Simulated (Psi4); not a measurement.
C2H7Al, singlet, at a GFN2-xTB geometry (such geometries of metal compounds can be far from the true shape).

The Psi4 input:
```
memory 2 GB

molecule {
0 1
  Al    0.35298301   -0.09679108   -0.29438078
  C    -0.54675057   -1.67224407    0.52286895
  H    -0.14101575   -2.60677352    0.11529983
  H    -1.62818961   -1.69634184    0.34377780
  H    -0.42176746   -1.72806399    1.61066284
  C    -0.04540479    1.83461833   -0.02902321
  H     0.68048984    2.45884494   -0.56521044
  H    -0.00927651    2.14534959    1.02183624
  H    -1.03660266    2.12796203   -0.39441129
  H     1.52051514   -0.41693876   -1.26807926
}

set basis 6-31g

energy('cisd')
print_variables()
```

**Question.** What is the computed nuclear repulsion energy (Psi4 with CISD/6-31G)?

**Answer.** 94.9493 Eh

**Question.** Give the total energy at the level CISD/6-31G.

**Answer.** -321.9019 Eh

**Question.** Predict the number of basis functions from CISD/6-31G.

**Answer.** 45

**Question.** What is the computed MP2 correlation energy (CISD/6-31G)?

**Answer.** -0.2278 Eh
